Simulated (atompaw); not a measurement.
Before and after: PAW (atompaw) potential for silver (Ag)

| Property | Result |
| --- | --- |
| Element | Ag (Z = 47) |
| Generator | atompaw 4.2.0.5 |
| Type | PAW |
| Functional | PBE |
| Relativity | scalar-relativistic |
| Frozen core | [Kr] |
| Valence charge | 11 |
| Reference configuration | 4d10 5s0.5 5p0 (charge +0.5) |
| Partial waves | 5s (bound): rc 3.00 bohr; 5s channel at 1.3 Ry: rc 2.05 bohr; 5p (bound, empty): rc 3.00 bohr; 5p channel at 1.05 Ry: rc 3.00 bohr; 4d (bound): rc 3.00 bohr; 4d channel at -0.35 Ry: rc 3.00 bohr |
| Local potential | troulliermartins scheme with l = 3 at 0 Ry, radius 2.70 bohr |
| Core correction | smooth core density matched at 1.55 bohr |
| Augmentation charge | sinc compensation charge, radius 2.55 bohr; PAW radius 3.00 bohr; waves and projectors: custom polynom vanderbiltortho |

All-electron outer shells of the reference configuration (PBE, scalar-relativistic, ld1.x):

| shell | level (eV) | outermost node (bohr) | outermost maximum (bohr) |
| --- | --- | --- | --- |
| 4p | -62.51 | 0.44 | 0.88 |
| 4d | -11.37 | 0.43 | 1.04 |
| 5s | -7.71 | 1.11 | 2.43 |
| 5p | -3.34 | 1.25 | 3.36 |

Change: wave 5s channel at 1.3 Ry: rc 2.05 bohr becomes 5s channel at 3.5 Ry: rc 2.05 bohr.

Cutoffs: the cutoffs (Ry, on a coarse ladder) from which the occupation-weighted sum of valence levels, in a spherical-Bessel basis at the reference potential, stays within 10 and 1 mRy of its value at 400 Ry; they do not see the model core or the augmentation charge, which bear on the density cutoff.

What does the change do?

The potential gets neither clearly harder nor softer (10 Ry and 18 Ry → 10 Ry and 18 Ry); the bound ghosts move from p, s to p; the range in which the s phases agree widens (upper end 2.8 → at the end of the scan).

| quantity | base | changed |
| --- | --- | --- |
| cutoff, loose | 10 Ry | 10 Ry |
| cutoff, tight | 18 Ry | 18 Ry |
| bound ghosts | p, s | p |
| s: phases at 3.00 bohr within 0.05 rad from the reference energy up to (Ry; the scan ends near 5) | 2.8 | to the end of the scan |
| p: phases at 3.00 bohr within 0.05 rad from the reference energy up to (Ry; the scan ends near 5) | 3.9 | 3.9 |
| d: phases at 3.00 bohr within 0.05 rad from the reference energy up to (Ry; the scan ends near 5) | 1.0 | 1.0 |
| lowest overlap eigenvalue by channel | s 0.17, p 0.24, d 0.94 | s 0.60, p 0.24, d 0.94 |

 A true bound ghost makes a file unfit for plane-wave use even where its test errors are small: the radial tests pick states by their node count and pass the ghost by. The cutoffs see the waves, projectors and local potential, not the compensation charge or the core.
